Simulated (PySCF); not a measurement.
C2H9NOSi, SMILES CO[Si@H](C)N. Atoms are numbered in the order given.

```xyz
14

C      1.9621    -0.0461     0.7046
O      1.2263    -0.0784    -0.4807
Si    -0.4480    -0.0645    -0.5282
C     -1.1049     1.5534     0.1416
N     -1.1833    -1.3308     0.3813
H      1.5726    -0.7579     1.4577
H      1.9690     0.9604     1.1652
H      3.0074    -0.3212     0.4917
H     -0.7337    -0.2541    -1.9746
H     -2.1946     1.6258     0.0043
H     -0.6341     2.4038    -0.3747
H     -0.8917     1.6577     1.2179
H     -1.0368    -2.3079     0.1585
H     -1.4567    -1.2048     1.3478
```
Charge 0, spin multiplicity 1.

The structure is a stationary point at PBE0-D3(BJ)/def2-SVP. The structure was generated by enumeration; whether it is a known compound was not checked. Other conformers were not sampled.

All values below come from PBE/pcSseg-1 (PySCF).

GIAO shieldings, no solvent; atoms listed in one row are averaged. δ = σ(ref) − σ: ¹³C against TMS (σ = 182.0 ppm); ¹⁷O against H2O (σ = 334.3 ppm); ²⁹Si against TMS (σ = 335.4 ppm); ¹⁵N against NH3 (σ = 267.0 ppm); ¹H against TMS (σ = 31.49 ppm), references at their B3LYP-D3(BJ)/def2-TZVP geometries, non-relativistic.

**Question.** Estimate the chemical shifts. (Estimate from the structure and the level; the computed values follow.)

**Answer.** 
```csv
nucleus,atoms,count,δ (ppm)
¹³C,C1,1,51.8
¹³C,C4,1,-3.2
¹⁷O,O2,1,52.2
²⁹Si,Si3,1,-16.8
¹⁵N,N5,1,31.6
¹H,H9,1,5.08
¹H,"H6, H7, H8",3,3.91
¹H,H14,1,1.07
¹H,H13,1,0.74
¹H,"H10, H11, H12",3,0.34
```
